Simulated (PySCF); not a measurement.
SMILES O=C[OH+]C (C2H5O2 (cation, charge +1)), CAM-B3LYP/def2-SVP optimised geometry.

```
9

C     -0.31    -1.49    -0.07
O      0.40    -0.20     0.00
C     -0.21     1.17     0.00
O      0.51     2.08     0.02
H     -1.38    -1.26    -0.04
H     -0.03    -1.97    -1.02
H     -0.01    -2.08     0.81
H      1.38    -0.20     0.00
H     -1.31     1.05    -0.02
```

Density from CAM-B3LYP/def2-TZVP run with PySCF at that geometry.

Minimum of the electron density along straight lines between bonded atoms, close to the bond critical point (lines longer than 1.1 times the sum of covalent radii, or with two minima, are not listed):

| bond | length / Å | ρ at the minimum / e bohr⁻³ | ∇²ρ there / e bohr⁻⁵ | position (fraction from the first atom) |
|---|---|---|---|---|
| C1–O2 | 1.478 | 0.198 | -0.11 | 0.34 |
| O2–C3 | 1.500 | 0.205 | -0.29 | 0.62 |
| C3–O4 | 1.155 | 0.483 | 0.31 | 0.34 |
| C1–H5 | 1.096 | 0.286 | -1.04 | 0.66 |
| C1–H6 | 1.096 | 0.288 | -1.06 | 0.67 |
| C1–H7 | 1.095 | 0.288 | -1.06 | 0.67 |
| O2–H8 | 0.983 | 0.328 | -2.35 | 0.82 |
| C3–H9 | 1.104 | 0.284 | -1.09 | 0.68 |
